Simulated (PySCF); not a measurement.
Job for PySCF: R-HF/STO-3G on Ag2, 2S+1 = 1, a spin state set in the input, which need not be the lowest, a point of a bond scan (R = 2.455 Å).

```python
from pyscf import gto, scf, dft, mp
from pyscf.data.elements import chemcore

mol = gto.M(
    atom='''
    Ag    0.00000000    0.00000000    0.00000000
    Ag    0.00000000    0.00000000    2.45477400
    ''',
    basis='sto-3g',
    charge=0, spin=0, verbose=3, max_memory=1800)
mf = scf.RHF(mol)
mf.conv_tol = 1e-8
mf.max_cycle = 100
mf.kernel()
if not mf.converged:
    mf = mf.newton().run(mf.mo_coeff, mf.mo_occ)
```

Question: Give the final energy of this run.

Answer: -10293.0039 hartree.
